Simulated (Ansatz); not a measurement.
Mulliken charges of CH4AsB, SMILES `B1C[AsH]1` from PBE/def2-TZVPP in Ansatz (PBE0-D4/def2-TZVP geometry).

```json
{"atom": "B1", "x (Å)": "-0.702", "y (Å)": "-0.015", "z (Å)": "-0.576", "charge (e)": "-0.032"}
{"atom": "C2", "x (Å)": "0.011", "y (Å)": "0.534", "z (Å)": "0.627", "charge (e)": "-0.260"}
{"atom": "As3", "x (Å)": "1.272", "y (Å)": "-0.163", "z (Å)": "-0.837", "charge (e)": "0.014"}
{"atom": "H4", "x (Å)": "-1.739", "y (Å)": "-0.453", "z (Å)": "-0.947", "charge (e)": "0.032"}
{"atom": "H5", "x (Å)": "-0.082", "y (Å)": "0.096", "z (Å)": "1.618", "charge (e)": "0.114"}
{"atom": "H6", "x (Å)": "0.267", "y (Å)": "1.590", "z (Å)": "0.664", "charge (e)": "0.145"}
{"atom": "H7", "x (Å)": "1.035", "y (Å)": "-1.658", "z (Å)": "-0.595", "charge (e)": "-0.013"}
```

Question: By hand: the dipole of these point charges (1 e Å = 4.8032 D).

Answer: Σ q r = (-0.002, 0.108, 0.102) e Å, of length 0.149 e Å = 0.72 D.

Question: How does the dipole of the full density compare? (An estimate is asked.)

Answer: The calculation gave: (-0.076, 0.049, 0.136) e Å, 0.78 D; the point charges give 0.92 times that, at 37° from its direction.

Point charges leave out the atoms' own dipoles, such as those of lone pairs, and Mulliken's split depends on the basis, so the two needn't agree.
